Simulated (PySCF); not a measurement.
**Au(2+): excitation energy**

Au(2+) [Xe] 4f14 5d9 (2D) → Au(2+) [Xe] 4f14 5d8 6p1 (high-spin determinant), as a difference of total energies. Computed with PySCF 2.14 in aug-cc-pVDZ-PP with ECP60MDF (5s5p4d2f, 54 functions), with a scalar-relativistic core potential. Correlated levels: valence: 5s2 5p6 frozen. The calculations carry no spin-orbit coupling.

| method | excitation energy (cm⁻¹) |
| --- | --- |
| UHF | 96420 |
| MP2 (valence) | 102720 |
| SCS-MP2 (valence) | 103460 |
| CCSD (valence) | 101170 |
| CCSD(T) (valence) | 100980 |

The determinant of the upper state mixes LS terms, which raises its energy above the lowest term, most at the Hartree-Fock and MP2 levels.
